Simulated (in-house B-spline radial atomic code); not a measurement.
Orbital energies and mean radii along the 40-electron series, configuration 1s2 2s2 2p6 3s2 3p6 3d10 4s2 4p6 4d3/2(4). The effective charge is n√(-2ε), a non-relativistic measure. Computed with a radial B-spline atomic code at the basis-set limit: Dirac-Hartree-Fock, jj configuration that fills j = l - 1/2 first, finite nuclei.

```csv
ion,Z,energy of 3p3/2 (Eh),mean radius of 3p3/2 (bohr),energy of 4s1/2 (Eh),mean radius of 4s1/2 (bohr),energy of 3d5/2 (Eh),mean radius of 3d5/2 (bohr),effective charge of 3p3/2
Nb+,41,-14.326,0.44651,-2.9003,1.1709,-8.3973,0.43338,16.058
Mo2+,42,-16.007,0.43138,-3.6035,1.1128,-9.8,0.41577,16.974
Tc3+,43,-17.844,0.41719,-4.4136,1.0589,-11.356,0.39957,17.922
Ru4+,44,-19.821,0.40387,-5.3138,1.0094,-13.049,0.38461,18.889
Rh5+,45,?,?,?,?,?,?,?
Pd6+,46,-24.168,0.37951,-7.3573,0.92244,-16.818,0.35787,20.857
Ag7+,47,-26.529,0.36836,-8.494,0.88425,-18.886,0.34587,21.852
Cd8+,48,?,?,?,?,?,?,?
In9+,49,-31.619,0.34783,-10.989,0.8166,-23.378,0.32414,23.857
Sn10+,50,-34.345,0.33836,-12.346,0.78651,-25.799,0.31428,24.864
Sb11+,51,-37.191,0.32938,-13.776,0.75855,-28.336,0.30501,25.873
Te12+,52,-40.155,0.32084,-15.277,0.73249,-30.988,0.29627,26.885
I13+,53,-43.237,0.31271,-16.85,0.70815,-33.755,0.28802,27.897
Xe14+,54,-46.437,0.30496,-18.495,0.68536,-36.635,0.28022,28.911
Cs15+,55,?,?,?,?,?,?,?
Ba16+,56,-53.191,0.29053,-22.002,0.64384,-42.734,0.26583,30.942
La17+,57,-56.743,0.28379,-23.863,0.62486,-45.953,0.25917,31.959
Ce18+,58,-60.414,0.27734,-25.798,0.60694,-49.284,0.25285,32.976
Pr19+,59,-64.201,0.27117,-27.805,0.58998,-52.728,0.24682,33.994
Nd20+,60,-68.106,0.26525,-29.885,0.57391,-56.283,0.24107,35.013
```

Q: Fill in the row of Rh5+.

A: energy of 3p3/2 (Eh): -21.931; mean radius of 3p3/2 (bohr): 0.39133; energy of 4s1/2 (Eh): -6.2964; mean radius of 4s1/2 (bohr): 0.96402; energy of 3d5/2 (Eh): -14.871; mean radius of 3d5/2 (bohr): 0.37075; effective charge of 3p3/2: 19.868.

Q: Fill in the row of Cd8+.

A: energy of 3p3/2 (Eh): -29.014; mean radius of 3p3/2 (bohr): 0.35781; energy of 4s1/2 (Eh): -9.705; mean radius of 4s1/2 (bohr): 0.84909; energy of 3d5/2 (Eh): -21.073; mean radius of 3d5/2 (bohr): 0.33465; effective charge of 3p3/2: 22.853.

Q: Fill in the row of Cs15+.

A: energy of 3p3/2 (Eh): -49.755; mean radius of 3p3/2 (bohr): 0.29758; energy of 4s1/2 (Eh): -20.212; mean radius of 4s1/2 (bohr): 0.66396; energy of 3d5/2 (Eh): -39.628; mean radius of 3d5/2 (bohr): 0.27283; effective charge of 3p3/2: 29.926.

Q: How does the screening of 3p3/2 change?

A: Z less the effective charge goes from 24.94 at Z = 41 to 24.99 at Z = 60.
